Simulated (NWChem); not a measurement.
System meant: Sn anion, quartet

NWChem input:

```
start job
memory heap 200 mb stack 900 mb global 1100 mb
charge -1
geometry units angstroms noautoz
  Sn     0.000000     0.000000     0.000000
end
basis spherical
  * library def2-svp
end
ecp
  Sn library def2-ecp
end
dft
  odft
  mult 4
  xc pbe0
  iterations 4
  mulliken
end
task dft energy
```

End of the output:

```
    Atom       Charge   Shell Charges
 -----------   ------   -------------------------------------------------------
    1 Sn  22    23.00   1.19  0.79  1.06  0.96  3.02  2.83  1.25  1.90  9.44  0.56

     ------------------------------------------
      Spin Density - Lowdin Population Analysis
     ------------------------------------------

    Atom       Charge   Shell Charges
 -----------   ------   -------------------------------------------------------
    1 Sn  22     3.00  -0.00 -0.00 -0.03  0.03  0.00  0.08  1.03  1.89 -0.03  0.03

   alpha - beta orbital overlaps
   -----------------------------

   alpha      1      2      3      4      5      6      7      8      9     10
    beta      1      3      4      2      8      6      7      5      5     10
 overlap   1.000  0.922  0.978  0.927  0.775  0.758  0.837  0.700  0.538  0.999

   alpha     11     12     13     14     15     16     17     18     19     20
    beta     12     13     11     14     16     15     17     18     18     19
 overlap   0.937  0.913  0.926  0.999  0.928  0.952  0.956  0.595  0.668  0.764

   alpha     21     22     23     24     25     26
    beta     20     22     23     25     24     26
 overlap   0.871  0.669  0.814  0.995  0.816  1.000

     --------------------------
     Expectation value of S2:
     --------------------------
      <S2> =      3.7518 (Exact =     3.7500)

 ------------------------------------------------------------------------
 dft energy failed                                                                                  0
 ------------------------------------------------------------------------
 ------------------------------------------------------------------------
  current input line :
    20: task dft energy
 ------------------------------------------------------------------------
 ------------------------------------------------------------------------
 This type of error is most commonly associated with calculations not reaching convergence criteria
 ------------------------------------------------------------------------
 For more information see the NWChem manual at https://nwchemgit.github.io

0:dft energy failed:Received an Error in Communication
```

### Question
Find the fault in this run and fix the input.

### Answer
The run did not converge; its last values are not results. Cause: the SCF was allowed too few iterations. This input runs:
```
start job
memory heap 200 mb stack 900 mb global 1100 mb
charge -1
geometry units angstroms noautoz
  Sn     0.000000     0.000000     0.000000
end
basis spherical
  * library def2-svp
end
ecp
  Sn library def2-ecp
end
dft
  odft
  mult 4
  xc pbe0
  iterations 150
  mulliken
end
task dft energy
```
It converges to -214.29609 Ha (PBE0/def2-SVP with def2 effective core potentials on Sn, spin-unrestricted).
